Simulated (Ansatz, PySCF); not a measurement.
Process, species as SMILES: COC -> [CH3] (CH3) + C[O] (the C-O bond at the site shown breaks; other sites are not compared here)
Geometries: B3LYP-D3(BJ)/def2-TZVP minima from Ansatz (a quantum-chemistry and plane-wave program).

Quantity: bond dissociation energy (enthalpy at 298 K, with B3LYP-D3(BJ) rigid-rotor harmonic-oscillator terms from PySCF), in kcal/mol. Valence correlation only, unless marked. Open shells are spin-unrestricted. No spin-orbit coupling. Non-relativistic. CBS(X,Y): correlation extrapolated as X^-3; Hartree-Fock from the larger set. [CCSD(T)-MP2]/basis is that difference in the basis named.

```csv
level,program,bond dissociation energy (kcal/mol)
HF/6-31G*,Ansatz,46.7
HF/aug-cc-pVTZ,Ansatz,45.1
BP86-D4/def2-TZVPD,PySCF + dftd4,79.8
BHLYP-D3(BJ)/def2-TZVPD,Ansatz + dftd3,73.4
```

Task: What does RI-MP2/CBS(aug-cc-pVTZ,aug-cc-pVQZ)+[CCSD(T)-MP2]/aug-cc-pVTZ (Ansatz) give?

Result: 84.1 kcal/mol
